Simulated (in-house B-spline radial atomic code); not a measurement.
Computed with a B-spline radial atomic code. Model: two electrons, singlet ground state, non-relativistic, full CI in B-splines with partial waves to l = 8 (at full coupling up to 3e-4 hartree above the limit, correlation up to 0.6 % small), density held at that of full coupling by Lieb maximisation.

W(λ) is the mean repulsion in the state of coupling λ less the Hartree energy of the fixed density. Its start is exact exchange, its initial slope is twice the second-order Görling-Levy correlation energy, and its area from 0 to 1 is E_xc. A straight curve means weak, dynamic correlation, and a curve that drops fast and flattens means strong correlation.

Command:
```bash
python run_ac.py task.json out
```
Settings (lengths in bohr, energies in hartree):
```
potential              coulomb
strength               0.705
lmax                   8
wall_radius            1.47
```

Time taken, with all properties: 3.6 s on 1 thread of Intel(R) Xeon(R) Processor @ 2.30GHz, on a shared host.

**W = mean repulsion less Hartree energy, and W of three functionals.**

Given: confinement point charge; nuclear charge 0.705; hard wall radius 1.47 bohr; external potential -Z/r.

Computed: LDA exchange minus exact 176.33 millihartree; SCAN exchange minus exact -4.1893 millihartree.

| coupling | W xc (hartree) | W xc minus exchange (millihartree) | kinetic minus Kohn-Sham (millihartree) | LDA (PW92) W minus its exchange (millihartree) | PBE W minus its exchange (millihartree) | SCAN W minus its exchange (millihartree) |
| --- | --- | --- | --- | --- | --- | --- |
| 0 | -1.2629 | 0 | 0 | 0 | 0 | 0 |
| 0.02 | -1.265 | -2.084 | 0.02 | -12.61 | -3.36 | -1.94 |
| 0.05 | -1.2681 | -5.178 | 0.13 | -26.03 | -8.31 | -4.8 |
| 0.12 | -1.2752 | -12.257 | 0.73 | -50.31 | -19.37 | -11.27 |
| 0.25 | -1.2878 | -24.899 | 3.06 | -84.72 | -38.28 | -22.72 |
| 0.4 | -1.3016 | -38.714 | 7.54 | -116.15 | -57.95 | -35.2 |
| 0.6 | ? | ? | ? | ? | ? | ? |
| 0.8 | -1.3348 | -71.915 | 27.29 | -179.42 | -102.39 | -65.3 |
| 1 | -1.3497 | -86.755 | 40.63 | -204.56 | -121.41 | -78.91 |
| 1.4 | -1.3763 | -113.43 | 72.52 | -246.97 | -154.83 | -103.76 |
| 2 | -1.4101 | -147.19 | 129.58 | -297.54 | -196.45 | -136.14 |
| 3 | -1.454 | -191.09 | 238.22 | -360.87 | -250.68 | -180.21 |
| 4.5 | ? | ? | ? | ? | ? | ? |
| 7 | -1.551 | -288.12 | 694.99 | -502.77 | -378 | -287.42 |
| 10 | -1.5884 | -325.47 | 1008.3 | -561.47 | -432.25 | -331.77 |

Question: What belongs in the row 0.6?

Answer: W xc (hartree): -1.3188; W xc minus exchange (millihartree): -55.939; kinetic minus Kohn-Sham (millihartree): 16.13; LDA (PW92) W minus its exchange (millihartree): -150.51; PBE W minus its exchange (millihartree): -81.41; SCAN W minus its exchange (millihartree): -50.77.

Question: What belongs in the row 4.5?

Answer: W xc (hartree): -1.5008; W xc minus exchange (millihartree): -237.94; kinetic minus Kohn-Sham (millihartree): 411.69; LDA (PW92) W minus its exchange (millihartree): -428.21; PBE W minus its exchange (millihartree): -310.28; SCAN W minus its exchange (millihartree): -230.23.

Question: What is the PBE exchange minus exact?

Answer: 56.799 millihartree.

**Energy parts, natural occupations and partial-wave weights.**

Computed: total energy 3.3428 hartree; exchange energy -1.2629 hartree; kinetic part of the DFT correlation energy 0.040632 hartree; initial slope twice GL2 -0.10462 hartree; kinetic part over minus potential part 0.46835; Hartree energy 2.5258 hartree; Kohn-Sham kinetic 4.6252 hartree.

```tsv
natural	occupation of the shell (electrons)
s	1.9879
p	0.011037
s	?
d	0.00045196
p	6.9871e-05
f	5.8559e-05
```

Question: What belongs in the row s?

Answer: occupation of the shell (electrons): 0.00047709.

| wave | weight |
| --- | --- |
| s | 0.99417 |
| p | 0.0055552 |
| d | 0.00023405 |
| f | ? |
| g | 7.21e-06 |

Question: What belongs in the row f?

Answer: weight: 3.1546e-05.

Question: What is the correlation energy?

Answer: -0.046123 hartree.

Question: What is the Lieb Oxford ratio E_xc over LDA exchange?

Answer: 1.2047.

Half-way to full coupling W has made 55 % of its drop, against 50 % for a straight line, and second-order (GL2) theory, half the initial slope, overshoots the correlation energy by about 13 %: a moderate bend, as in light atoms. Over couplings 0 to 1 the errors in E_xc come to about +97 millihartree for LDA, +36 millihartree for PBE, 0.0 millihartree for SCAN, so SCAN is nearest. In LDA and PBE and SCAN the errors of exchange and correlation have opposite signs, so the sum is smaller than the larger of the two.
